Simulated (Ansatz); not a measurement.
A nudged elastic band was laid between two geometries of CH₅AlBN (9 atoms, charge 0, multiplicity 1).

Computed with RKS PBE-D4/def2-SVP (Ansatz 0.2.0).

- movable images: 7
- climbing image: yes
- spring: 5.0 eV/Å²
- optimiser: quadratic models (default)
- start path: IDPP
- force threshold: 0.05 eV/Å
- iteration limit: 60
- end points: relaxed

Image 0:

```xyz
9
Properties=species:S:1:pos:R:3
B -1.186 0.904 -1.349
Al 0.617 0.108 -0.554
C 0.693 -0.075 1.434
N 0.398 -1.226 0.923
H -2.265 0.337 -1.261
H -1.238 1.990 -1.907
H 2.015 -0.091 -1.317
H 0.804 0.090 2.529
H 0.251 -2.083 1.486
```

Image 8:

```xyz
9
Properties=species:S:1:pos:R:3
B -0.923 0.034 -0.775
Al 1.005 0.973 -0.708
C 0.824 -0.243 0.971
N -0.372 -0.592 0.584
H -1.921 0.717 -0.556
H -1.121 -0.853 -1.603
H 2.326 1.856 -1.001
H 1.205 -0.683 1.918
H -0.935 -1.256 1.153
```

**Question.** What changes between the two ends?

**Answer.** Bonds formed: B1–N4. The dihedral H5–B1–Al2–C3 goes from -65 to 108°.

**Question.** What energy profile does the band end with?

**Answer.** The run converged. The highest image is number 4 of 0 to 8, 5.2 kcal/mol above the first end and 25.2 kcal/mol above the last; the last end lies 20.0 kcal/mol below the first. A vibrational analysis at the climbing image gives one clearly imaginary mode, 183i cm⁻¹: a first-order saddle point.

```
image  path coordinate (Å)  energy (kcal/mol)  B1–N4 (Å)  dihedral H5–B1–Al2–C3 (°)
    0                 0.00                0.0       3.49                        -65
    1                 0.85                0.5       3.45                        -29
    2                 1.70                1.3       3.40                          7
    3                 2.55                2.6       3.12                         36
    4                 3.41                5.2       2.63                         44
    5                 4.06               -0.4       2.09                         66
    6                 4.71              -16.5       1.61                         89
    7                 5.36              -19.3       1.59                         97
    8                 6.01              -20.0       1.59                        108
```

**Question.** What is the geometry of the highest image?

**Answer.** 
```xyz
9
Properties=species:S:1:pos:R:3
B -1.103 0.775 -1.071
Al 0.837 0.834 -0.313
C 0.652 -0.265 1.339
N 0.100 -1.011 0.437
H -2.066 0.921 -0.335
H -1.340 0.336 -2.187
H 2.336 0.991 -0.874
H 0.848 -0.634 2.371
H -0.176 -1.995 0.615
```

**Question.** What are the harmonic wavenumbers there?

**Answer.** 183i, 184, 303, 345, 436, 478, 552, 597, 602, 650, 839, 1017, 1055, 1082, 1250, 1558, 1837, 2479, 2572, 2983, 3291 cm⁻¹.

Time of the run: 2.9 min on 1 thread of Arm Neoverse V2 (shared host), peak memory 0.12 GiB.
